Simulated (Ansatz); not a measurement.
Gas-phase electronic energies from Ansatz, PBE0-D4/def2-TZVP geometries. CCSD(T)/CBS adds triple-zeta CCSD(T) − MP2 to the extrapolated MP2 energy (def2 sets, frozen cores). Functionals use def2-TZVPP. One conformer a species, not always the lowest.

`B[SiH2]C(=N)O` + `N=C(N)F` → `BNC(=N)F` + `N=C(O)[SiH3]`  (cleavage of the B–Si bond)

Task: Is it downhill or uphill in electronic energy at CCSD(T)/CBS, and by how much? (Estimate.)

Result: Ansatz gave: Downhill: ΔE = -38.7 kcal/mol.

Task: What do these levels give: PBE-D4, ωB97X-V, PBE, r2SCAN, CCSD(T)/def2-TZVPP, MP2/CBS(def2)? (An estimate is asked.)

Result: Ansatz gave: PBE-D4 -36.8, ωB97X-V -37.8, PBE -36.8, r2SCAN -37.8, CCSD(T)/def2-TZVPP -38.9, MP2/CBS(def2) -39.9 kcal/mol.

Largest T1 diagnostic among the species: 0.014.
